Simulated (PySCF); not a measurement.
B3LYP has the VWN-RPA correlation part, as in Gaussian. Delta-SCF ions had no search for a lower state. Excitations are Tamm–Dancoff values on a coarser integration grid. The basis has no diffuse functions, so Rydberg states are missing or too high.

Cartesian coordinates (Å):
SMILES: Bc1ccsc1F
```xyz
11

B     -1.8529    -0.5518    -0.0684
C     -0.4201    -0.0249    -0.0129
C      0.7982    -0.8074     0.0021
C      1.9435    -0.0716     0.0547
S      1.6120     1.6455     0.0900
C     -0.0873     1.3191     0.0320
F     -0.9249     2.3383     0.0342
H     -2.7883     0.2071    -0.0755
H     -2.0485    -1.7420    -0.1054
H      0.7915    -1.8980    -0.0265
H      2.9768    -0.4141     0.0756
```
Charge 0, multiplicity 1.

Give the S1–T1 gap (TDA), HOMO–LUMO gap, brightest of the four lowest singlets (TDA), vertical ionisation energy (Delta-SCF), LUMO, T1 excitation (TDA), dipole moment and S1 excitation (TDA) at the level B3LYP-D3(BJ)/def2-TZVP // B3LYP-D3(BJ)/def2-SVP in PySCF.


| Quantity | Result |
|---|---|
| S1–T1 gap (TDA) | 1.17 eV |
| HOMO–LUMO gap | 4.74 eV |
| brightest of the four lowest singlets (TDA) | 5.24 eV |
| vertical ionisation energy (Delta-SCF) | 9.03 eV |
| LUMO | -2.17 eV |
| T1 excitation (TDA) | 3.12 eV |
| dipole moment | 2.14 D |
| S1 excitation (TDA) | 4.29 eV |
